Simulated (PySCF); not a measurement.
Cl3Ga (SMILES [Cl][Ga]([Cl])[Cl]), singlet, geometry from GFN2-xTB (such geometries of metal compounds can be far from the true shape), with bond 2-1 at 2.0 times its length; BLYP/6-31G run with PySCF.

The PySCF input:
```python
from pyscf import gto, scf, dft

mol = gto.Mole()
mol.atom = '''
    Ga    0.000000    0.000000   -0.000000
    Cl   -3.520000   -2.211635   -0.416410
    Cl    0.100325    1.952147   -0.736775
    Cl    1.659675   -0.846330    0.944980
'''
mol.basis = '6-31g'
mol.charge = 0
mol.spin = 0
mol.verbose = 4
mol.build()

mf = dft.RKS(mol)
mf.xc = 'blyp'
mf.init_guess = '1e'
mf = mf.newton()
mf.kernel()
mf.analyze()
```

Output, abridged:

```
PySCF version 2.14.0

[INPUT] verbose = 4
[INPUT] num. atoms = 4
[INPUT] num. electrons = 82
[INPUT] charge = 0
[INPUT] spin (= nelec alpha-beta = 2S) = 0
[INPUT] symmetry False subgroup None
[INPUT] Mole.unit = angstrom
[INPUT] Symbol           X                Y                Z      unit          X                Y                Z       unit  Magmom
[INPUT]  1 Ga     0.000000000000   0.000000000000   0.000000000000 AA    0.000000000000   0.000000000000   0.000000000000 Bohr   0.0
[INPUT]  2 Cl    -3.520000000000  -2.211635000000  -0.416410000000 AA   -6.651835958469  -4.179384437502  -0.786900855530 Bohr   0.0
[INPUT]  3 Cl     0.100325000000   1.952147000000  -0.736775000000 AA    0.189586773447   3.689023184891  -1.392302965426 Bohr   0.0
[INPUT]  4 Cl     1.659675000000  -0.846330000000   0.944980000000 AA    3.136331205788  -1.599331911003   1.785753393191 Bohr   0.0

nuclear repulsion = 431.357925913005
number of shells = 32
number of NR pGTOs = 228
number of NR cGTOs = 66
basis = 6-31g
ecp = {}

******** <class 'pyscf.soscf.newton_ah.SecondOrderRKS'> ********
method = SecondOrderRKS
initial guess = 1e
damping factor = 0
level_shift factor = 0
DIIS = <class 'pyscf.scf.diis.CDIIS'>
diis_start_cycle = 1
diis_space = 8
diis_damp = 0
SCF conv_tol = 1e-09
SCF conv_tol_grad = None
SCF max_cycles = 50
direct_scf = True
direct_scf_tol = 1e-13
XC library pyscf.dft.libxc version 7.1.2
    S. Lehtola, C. Steigemann, M. J. T. Oliveira, and M. A. L. Marques,  SoftwareX 7, 1–5 (2018)
XC functionals = blyp
    A. D. Becke,  Phys. Rev. A 38, 3098 (1988)
    C. Lee, W. Yang, and R. G. Parr,  Phys. Rev. B 37, 785 (1988)
    B. Miehlich, A. Savin, H. Stoll, and H. Preuss,  Chem. Phys. Lett. 157, 200 (1989)
radial grids:
    Treutler-Ahlrichs [JCP 102, 346 (1995); DOI:10.1063/1.469408] (M4) radial grids

becke partition: Becke, JCP 88, 2547 (1988); DOI:10.1063/1.454033
pruning grids: <function nwchem_prune>
grids dens level: 3
symmetrized grids: False
atomic radii adjust function: <function treutler_atomic_radii_adjust>
small_rho_cutoff = 0
******** <class 'pyscf.dft.rks.RKS'> Newton solver flags ********
SCF tol = 1e-09
conv_tol_grad = None
max. SCF cycles = 50
direct_scf = True
direct_scf_tol = 1e-13
max_cycle_inner = 12
max_stepsize = 0.05
ah_start_tol = 1e+09
ah_level_shift = 0
ah_conv_tol = 1e-12
ah_lindep = 1e-14
ah_start_cycle = 1
ah_max_cycle = 40
ah_grad_trust_region = 2.5
kf_interval = 4
kf_trust_region = 5
canonicalization = True
Set conv_tol_grad to 3.16228e-05
Initial guess from hcore.
  HOMO = -23.5732673977908  LUMO = -23.5547442270605  gap/eV = 0.50404
tot grids = 77544
  HOMO = 1.09758414878075  LUMO = 1.13364663897502  gap/eV = 0.98131
Initial guess E= -3066.35977270602  |g|= 7.06341
macro= 0  E= -3071.73288285669  delta_E= -5.37311  |g|= 5.40624  3 KF 15 JK
macro= 1  E= -3084.36172088769  delta_E= -12.6288  |g|= 13.3379  3 KF 15 JK
macro= 2  E= -3112.8030966635  delta_E= -28.4414  |g|= 19.9145  3 KF 15 JK
macro= 3  E= -3158.64071066821  delta_E= -45.8376  |g|= 29.4433  3 KF 15 JK
macro= 4  E= -3190.93708144043  delta_E= -32.2964  |g|= 28.6564  2 KF 14 JK
macro= 5  E= -3230.13182765535  delta_E= -39.1947  |g|= 27.5937  3 KF 15 JK
macro= 6  E= -3273.0966899174  delta_E= -42.9649  |g|= 16.0335  3 KF 15 JK
macro= 7  E= -3287.81347844521  delta_E= -14.7168  |g|= 10.0557  3 KF 15 JK
macro= 8  E= -3299.03171452262  delta_E= -11.2182  |g|= 4.20549  3 KF 15 JK
macro= 9  E= -3303.61389346703  delta_E= -4.58218  |g|= 1.64055  3 KF 15 JK
macro= 10  E= -3304.84036761262  delta_E= -1.22647  |g|= 0.658567  3 KF 15 JK
macro= 11  E= -3305.03517262818  delta_E= -0.194805  |g|= 0.185956  3 KF 18 JK
macro= 12  E= -3305.04937933264  delta_E= -0.0142067  |g|= 0.0412048  3 KF 21 JK
macro= 13  E= -3305.08584214814  delta_E= -0.0364628  |g|= 0.0267629  3 KF 22 JK
macro= 14  E= -3305.084555655  delta_E= 0.00128649  |g|= 0.0399002  3 KF 16 JK
macro= 15  E= -3305.09131455101  delta_E= -0.0067589  |g|= 0.00534058  3 KF 25 JK
macro= 16  E= -3305.09138536258  delta_E= -7.08116e-05  |g|= 0.00369332  1 KF 9 JK
macro= 17  E= -3305.09150355412  delta_E= -0.000118192  |g|= 0.00208429  4 KF 25 JK
macro= 18  E= -3305.09150832811  delta_E= -4.77399e-06  |g|= 0.000208841  3 KF 31 JK
macro= 19  E= -3305.09150833215  delta_E= -4.03543e-09  |g|= 2.09823e-05  2 KF 17 JK
macro= 20  E= -3305.09150833214  delta_E= 2.72848e-12  |g|= 9.59963e-06  1 KF 2 JK
Canonicalize SCF orbitals
macro X = 21  E=-3305.09150833214  |g|= 9.59963e-06  total 59 KF 372 JK

WARN: HOMO -0.22359449315961455 > LUMO -0.232462673702256 was found in the canonicalized orbitals.

converged SCF energy = -3305.09150833214
**** SCF Summaries ****
Total Energy =                       -3305.091508332144713
Nuclear Repulsion Energy =             431.357925913005033
One-electron Energy =                -5447.772625223322393
Two-electron Energy =                 1711.323190978172761
Two-electron Coulomb Energy =         1871.235611612114781
DFT Exchange-Correlation Energy =     -159.912420633941935
HOMO-LUMO gap [eV] =                     0.981310341518561
**** MO energy ****
MO #1   energy= -371.09876335321   occ= 2
MO #2   energy= -100.784522162532  occ= 2
MO #3   energy= -100.784520113908  occ= 2
MO #4   energy= -100.69220580028   occ= 2
MO #5   energy= -45.4223296516871  occ= 2
MO #6   energy= -40.2797489888855  occ= 2
MO #7   energy= -40.2785424325967  occ= 2
MO #8   energy= -40.2782162057418  occ= 2
MO #9   energy= -9.23301864640873  occ= 2
MO #10  energy= -9.23301380472611  occ= 2
MO #11  energy= -9.13192125275205  occ= 2
MO #12  energy= -7.06437651267151  occ= 2
MO #13  energy= -7.06436453663432  occ= 2
MO #14  energy= -7.05581418398236  occ= 2
MO #15  energy= -7.05579748087603  occ= 2
MO #16  energy= -7.05500280885902  occ= 2
MO #17  energy= -7.05498924397187  occ= 2
MO #18  energy= -6.96714809892296  occ= 2
MO #19  energy= -6.95428592609765  occ= 2
MO #20  energy= -6.95427491670754  occ= 2
MO #21  energy= -5.34214055522656  occ= 2
MO #22  energy= -3.6730532366332   occ= 2
MO #23  energy= -3.67256028941135  occ= 2
MO #24  energy= -3.67103571794851  occ= 2
MO #25  energy= -0.836588329994998 occ= 2
MO #26  energy= -0.831219170553471 occ= 2
MO #27  energy= -0.789831577026102 occ= 2
MO #28  energy= -0.787446096349612 occ= 2
MO #29  energy= -0.78742289450852  occ= 2
MO #30  energy= -0.772969001761729 occ= 2
MO #31  energy= -0.762138384846762 occ= 2
MO #32  energy= -0.662946959898776 occ= 2
MO #33  energy= -0.469116897254332 occ= 2
MO #34  energy= -0.394099354348635 occ= 2
MO #35  energy= -0.356565059609899 occ= 2
MO #36  energy= -0.353723755787201 occ= 2
MO #37  energy= -0.336214573327869 occ= 2
MO #38  energy= -0.329863185781073 occ= 2
MO #39  energy= -0.253304831091482 occ= 2
MO #40  energy= -0.223697412925825 occ= 2
MO #41  energy= -0.223594493159615 occ= 2
MO #42  energy= -0.232462673702256 occ= 0
MO #43  energy= -0.126589439095426 occ= 0
MO #44  energy= -0.044560296191609 occ= 0
MO #45  energy= -0.0127669936213316 occ= 0
MO #46  energy= 0.0250441781672869 occ= 0
MO #47  energy= 0.0749256785907095 occ= 0
MO #48  energy= 0.0996845580562547 occ= 0
MO #49  energy= 0.122399911660227  occ= 0
 ** Mulliken pop on meta-lowdin orthogonal AOs  **
 ** Mulliken pop  **
 ** Mulliken atomic charges  **
charge of    0Ga =      0.53683
charge of    1Cl =     -0.31662
charge of    2Cl =     -0.11011
charge of    3Cl =     -0.11011
Dipole moment(X, Y, Z, Debye):  4.34560,  2.73040,  0.51412
```
